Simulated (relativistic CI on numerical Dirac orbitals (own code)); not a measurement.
Pr³⁺: M4,5 absorption edge

Computed with this model: Dirac-Coulomb-Breit CI, KLI orbitals optimised for each configuration, model QED, valence Slater integrals scaled by 0.7, multiplet model of core-to-valence dipole absorption; configurations [Xe] 4f2 → [Ar] 3d9 4s2 4p6 4d10 4f3 5s2 5p6; 300 K; Lorentzian 0.6 eV and Gaussian 0.4 eV FWHM. Energies are those of the free ion, without screening or charge transfer. The branching ratio is the share of the lower-energy edge in the whole absorption, uncertain by about 0.02 where the edges overlap. S is read from ⟨S²⟩ = S(S + 1).

Case free ion, the dichroism is that of the ground state at zero temperature, magnetised by magnetic field 10 T along z. The dichroism I(Δm = −1) − I(Δm = +1), over the sum of the three polarisations, integrates to 0.0255 on the lower edge and -0.1551 on the upper edge. The branching ratio is 0.559.

**Question.** Use the orbital sum rule with 12 holes to get ⟨Lz⟩.

**Answer.** For a d → f edge ⟨Lz⟩ = 3 × n_h × (sum of both integrals) in this sign convention = -4.67; the ground state itself has ⟨Lz⟩ = -4.77 and ⟨Sz⟩ = 0.77. The rule assumes one radial integral for both edges, which relativistic orbitals only approach.
